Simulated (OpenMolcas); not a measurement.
A calculation on Cl3+.

| Item | Value |
| --- | --- |
| Program | OpenMolcas |
| Method | SS-CASPT2, IPEA 0.25 Eh, imaginary shift 0.1 Eh (closed shells correlated: 2s 2p 3s) |
| Basis | ANO-RCC-VTZP [5s4p2d1f] |
| Scalar Hamiltonian | DKH2, point nucleus |
| Active space | 2 electrons in 3 orbitals (3p) |
| State averaging | 2S+1 = 3 even, 3 roots; 2S+1 = 1 even, 6 roots |
| Spin-orbit coupling | RASSI with atomic mean-field integrals over the reference wave functions, term energies averaged over their components |

Task: Which level of the active space comes out lowest?

Result: 3s² 3p² ³P₀, with 100 % of that term; it is also the measured ground level.

Task: How high does 3s² 3p² ³P₁ lie?

Result: 461 cm⁻¹ above the lowest level; measured 491 cm⁻¹ above the ground level, so the calculation is off by -6 %.

Task: How high does 3s² 3p² ³P₂ lie?

Result: 1274 cm⁻¹ above the lowest level; measured 1341 cm⁻¹ above the ground level, so the calculation is off by -5 %.

Task: How high does 3s² 3p² ¹S₀ lie?

Result: 33280 cm⁻¹ above the lowest level; measured 32550 cm⁻¹ above the ground level, so the calculation is off by +2 %.

Measured values: Moore, Atomic Energy Levels, vol. I, NSRDS-NBS 35 (1971 reprint of NBS Circular 467, 1949).

With the s shell closed, the reference lacks s² → p² mixing. Computed and measured levels are paired by configuration, term and J; levels that our copy of the source lacks, or whose pairing is in doubt (as where it misses far off the trend of its configuration), stay unpaired and out of the deviations. Only configurations of the active space appear.
